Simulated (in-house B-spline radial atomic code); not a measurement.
## The mercury ion Hg⁺: [Xe] 4f14 5d10 6s1

Method: Dirac-Kohn-Sham wB97X, spherical fractional occupations, Fermi nucleus of rms radius 5.4648 fm. Calculated with an all-electron radial atomic-structure program (B-spline basis).

Effective charges: Z_r = [3n² - l(l+1)]/(2<r>) from the radius, Z_e = n√(-2ε) from the energy, and Slater's rules. Values are occupation-weighted means over j. An effective charge above Z reflects the relativistic contraction of the inner shells.

```csv
shell,electrons,ε (eV),<r> (bohr),Z_r,Z_e,Slater
1s,2,-83115,0.01659,90.40,78.16,79.70
2s,2,-14756,0.06925,86.64,65.86,75.85
2p,6,-12858,0.06271,79.73,61.48,75.85
3s,2,-3522.1,0.1801,74.97,48.27,68.75
3p,6,-2963.4,0.181,69.06,44.27,68.75
3d,10,-2316,0.165,63.62,39.14,58.85
4s,2,-790.21,0.3991,60.13,30.48,52.25
4p,6,-604.22,0.4238,54.28,26.66,52.25
4d,10,-367.43,0.4489,46.78,20.79,40.85
5s,2,-134.07,0.906,41.39,15.70,22.35
4f,14,-112.12,0.4826,37.30,11.48,29.45
5p,6,-83.211,1.041,35.08,12.37,22.35
5d,10,-23.273,1.464,23.56,6.54,8.85
6s,1,-14.252,2.573,20.99,6.14,4.70
```

The least bound orbital is 6s1/2 at -14.25 eV, and it is also the most diffuse (<r> = 2.573 bohr).

Spin-orbit splittings of the orbital energies (j = l + 1/2 above j = l - 1/2 when positive): 2p 1948 eV, 3p 432.4 eV, 3d 92.53 eV, 4p 104.7 eV, 4d 19.57 eV, 4f 4.231 eV, 5p 18.33 eV, 5d 1.914 eV.

For the 1s electron the small component carries 9.25 % of the norm, the zero-frequency Breit interaction raises the level by 316 eV, self-energy by 203.2 eV, and vacuum polarisation lowers it by 42.07 eV.

Caution: exact exchange at fractional occupations of open shells leaves self-interaction of up to several eV.
